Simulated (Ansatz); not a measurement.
Total energies of CH5AlSSi.

```tsv
atom	x (Å)	y (Å)	z (Å)
Al1	-0.975	-1.296	-0.090
C2	-0.435	0.440	0.645
Si3	1.218	0.860	0.017
S4	-0.455	0.748	-1.298
H5	-2.519	-1.616	-0.226
H6	0.187	-2.361	-0.265
H7	-1.032	1.185	1.163
H8	1.759	2.228	0.164
H9	2.252	-0.186	-0.109
```

The species carries charge 0 and has multiplicity 1. The bonds changed during the relaxation, so this is another structure than the one it started from. The geometry is a stationary point of PBE0-D4/def2-TZVP. Basis def2-TZVPP, Ansatz 0.2.0.

RPA on PBE orbitals: Hartree–Fock energy of these orbitals -969.13905 Eh, correlation -0.97524 Eh (frozen core).

| functional | energy without D4 (Eh) | D4 term (kJ/mol) |
| --- | --- | --- |
| revPBE | -971.06702 | -64.9 |
| r2SCAN | -971.16196 | -5.4 |
| B97M-V | -971.04438 | – |
| PBE0 | -970.83924 | -20.6 |
| B3LYP | -971.32604 | -40.0 |
| r2SCANh | -971.15471 | -5.9 |
| LC-ωPBE | -970.94577 | – |
| ωB97X-V | -971.10787 | – |
| ωB97M-V | -971.18073 | – |
| PBE-QIDH | -970.57488 | – |

**Question.** Give the same for LDA (SPW92), PBE, BLYP, r2SCAN0, HSE06 (plane-wave form), BHLYP, CAM-B3LYP, B2PLYP. (An estimate is asked.)

**Answer.** The calculation gave: 
| functional | energy without D4 (Eh) | D4 term (kJ/mol) |
| --- | --- | --- |
| LDA (SPW92) | -967.29094 | – |
| PBE | -970.74772 | -24.4 |
| BLYP | -971.23278 | -52.9 |
| r2SCAN0 | -971.14482 | -6.6 |
| HSE06 (plane-wave form) | -970.81663 | -19.4 |
| BHLYP | -971.23394 | -34.5 |
| CAM-B3LYP | -971.25509 | -21.2 |
| B2PLYP | -970.85959 | – |

B3LYP takes the VWN-RPA correlation (the form of Gaussian; ORCA's B3LYP/G). HSE06 is the plane-wave form, built on full-range PBE exchange. The double hybrids freeze the cores in their second-order part.

LC-ωPBE has ω = 0.4 bohr⁻¹.
